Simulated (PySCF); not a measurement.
Geometry:
```
atom   x (Å)   y (Å)   z (Å)
  C1   3.805   0.665  -0.392
  C2   3.413  -0.803  -0.309
  C3   1.908  -1.050  -0.249
  C4   1.232  -0.467   0.992
  P5  -0.561  -0.942   1.157
  C6  -1.261   0.122   0.050
  F7  -0.532   1.015  -0.642
  C8  -2.716   0.243  -0.281
  C9  -3.571  -0.832   0.372
 C10  -3.216   1.652   0.052
 H11   4.895   0.783  -0.496
 H12   3.501   1.223   0.507
 H13   3.332   1.155  -1.258
 H14   3.818  -1.337  -1.186
 H15   3.893  -1.266   0.571
 H16   1.429  -0.624  -1.147
 H17   1.719  -2.137  -0.289
 H18   1.733  -0.838   1.903
 H19   1.310   0.631   1.003
 H20  -2.774   0.121  -1.381
 H21  -4.620  -0.722   0.059
 H22  -3.234  -1.842   0.097
 H23  -3.535  -0.753   1.471
 H24  -4.252   1.785  -0.293
 H25  -3.191   1.818   1.141
 H26  -2.592   2.420  -0.426
```

Geometry: PBE0-D3(BJ)/def2-SVP; GIAO shifts from PySCF, gas phase, non-relativistic, averaged over equivalent atoms.

At HF/pcSseg-1 (257 basis functions, 47 s wall time on 1 thread of an Intel Xeon Platinum 8259CL, shared host):
```json
{"atoms": "C6", "δ (ppm)": "244.3"}
{"atoms": "C8", "δ (ppm)": "34.2"}
{"atoms": "C3", "δ (ppm)": "28.6"}
{"atoms": "C2", "δ (ppm)": "24.0"}
{"atoms": "C9/C10", "δ (ppm)": "19.9"}
{"atoms": "C4", "δ (ppm)": "18.0"}
{"atoms": "C1", "δ (ppm)": "13.8"}
{"atoms": "P5", "δ (ppm)": "156.4"}
{"atoms": "F7", "δ (ppm)": "-11.0"}
{"atoms": "H20", "δ (ppm)": "1.99"}
{"atoms": "H18/H19", "δ (ppm)": "1.44"}
{"atoms": "H16/H17", "δ (ppm)": "1.18"}
{"atoms": "H21/H22/H23/H24/H25/H26", "δ (ppm)": "1.17"}
{"atoms": "H14/H15", "δ (ppm)": "1.16"}
{"atoms": "H11/H12/H13", "δ (ppm)": "1.04"}
```

δ = σ(ref) − σ, references computed at the same level: TMS for $^{13}$C (σ = 190.85 ppm), $^{1}$H (σ = 31.69 ppm); $^{31}$P (σ = 356.22 ppm) against H3PO4; CFCl3 for $^{19}$F (σ = 246.35 ppm).

Predict the values at PBE0/pcSseg-1 on the same geometry.

Answers


```tsv
atoms	δ at PBE0/pcSseg-1	change
C6	235.5	-8.8
C8	40.2	+6.0
C3	31.4	+2.8
C2	27.0	+3.0
C9/C10	21.3	+1.4
C4	23.1	+5.1
C1	13.7	-0.1
P5	141.3	-15.1
F7	-14.2	-3.2
H20	2.37	+0.38
H18/H19	1.79	+0.35
H16/H17	1.36	+0.18
H21/H22/H23/H24/H25/H26	1.15	-0.02
H14/H15	1.34	+0.18
H11/H12/H13	1.02	-0.02
```

δ = σ(ref) − σ, references computed at the same level: $^{13}$C (σ = 184.41 ppm), $^{1}$H (σ = 31.27 ppm) vs TMS; $^{31}$P (σ = 310.13 ppm) vs H3PO4; CFCl3 for $^{19}$F (σ = 177.25 ppm).

The largest change is at P5 (phosphorus bonded to 2 C). Cost: 257 basis functions, 92 s wall time on 1 thread of an Intel Xeon Platinum 8259CL, shared host. The order of the carbon signals changes between the two levels.

Unscaled 19F shifts against computed CFCl3 carry errors that often reach 10 to 50 ppm. Experimental scales use liquid or dissolved standards, which lie at an offset from isolated H3PO4.
